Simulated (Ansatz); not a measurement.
B2H4S2, SMILES `BSBS`. Charge 0, multiplicity 1.

Z-matrix (Å, degrees):
```
B
S 1 1.784
H 1 1.191 2 120.7
H 1 1.192 2 116.5 3 180.0
B 2 1.815 1 102.6 3 -0.0
S 5 1.780 2 117.5 1 -180.0
H 5 1.189 2 120.8 1 0.0
H 6 1.343 5 96.8 2 -180.0
```

(1) What are the harmonic wavenumbers in cm⁻¹ at PBE0-D4/def2-TZVP (Ansatz, finite differences of forces, unscaled)? (Best estimate.)

(2) Is this a minimum?

(3) Give the ideal-gas thermochemistry at 298.15 K and 1 bar (rigid rotor, harmonic oscillator; point group Cs, symmetry number 1).

(4) And at 400, 500, 600, 800 and 1000 K?

## Answers

(1) Ansatz gave: 89, 185, 282, 352, 444, 667, 776, 791, 819, 868, 896, 952, 1071, 1195, 2608, 2679, 2715, 2717.

(2) Yes, all 18 modes are real.

(3) Zero-point energy 120.3 kJ/mol; H(298) − E = 138.0 kJ/mol; entropy 319.0 J/(mol·K), of which translation 164.9, rotation 108.2, vibration 45.9; G(298) − E = 42.9 kJ/mol. Modes under 100 cm⁻¹ are hindered rotations or soft bends, so the harmonic entropy is rough.

(4) 
```csv
T (K),H − E (kJ/mol),S (J/mol/K),G − E (kJ/mol)
400,148.0,347.7,8.9
500,159.2,372.6,-27.1
600,171.4,394.9,-65.5
800,198.3,433.5,-148.5
1000,227.5,466.0,-238.5
```
